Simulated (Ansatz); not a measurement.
`CO[SiH](N)O[SiH3]` + `N[SiH](F)CO` → `CO[Si@@H](N)[Si@H](N)F` + `OCO[SiH3]`  (redistribution)

Computed with Ansatz on PBE0-D4/def2-TZVP structures; ΔE is electronic, products minus reactants. CBS: MP2 limit from def2 TZ/QZ plus the TZ coupled-cluster correction, frozen cores. DFT in def2-TZVPP. One conformer a species, not always the lowest.

```json
{"level": "B2PLYP", "ΔE (kcal/mol)": "47.0"}
{"level": "PBE", "ΔE (kcal/mol)": "39.2"}
{"level": "HF/def2-TZVPP", "ΔE (kcal/mol)": "50.9"}
{"level": "CCSD/def2-TZVPP", "ΔE (kcal/mol)": "47.9"}
{"level": "CCSD(T)/def2-TZVPP", "ΔE (kcal/mol)": "46.9"}
{"level": "HF/def2-QZVPP", "ΔE (kcal/mol)": "51.5"}
{"level": "SCS-MP2/def2-QZVPP", "ΔE (kcal/mol)": "49.5"}
{"level": "CCSD/CBS(def2)", "ΔE (kcal/mol)": "48.7"}
```

What does CCSD(T)/CBS give? (Best estimate.)

Computed: +47.7 kcal/mol. The listed levels differ from it by -0.7, -8.5, 3.2, 0.2, -0.8, 3.8, 1.8, 1.0 kcal/mol.

Largest T1 diagnostic among the species: 0.012.

From PBE to PBE0 (25 % exact exchange), in def2-TZVPP and without D4, ΔE moves by +3.3 kcal/mol. In def2-TZVPP, CCSD(T) changes the Hartree–Fock value by −4.0 kcal/mol (the triples alone add −1.0 kcal/mol) and MP2 by −1.7 kcal/mol.
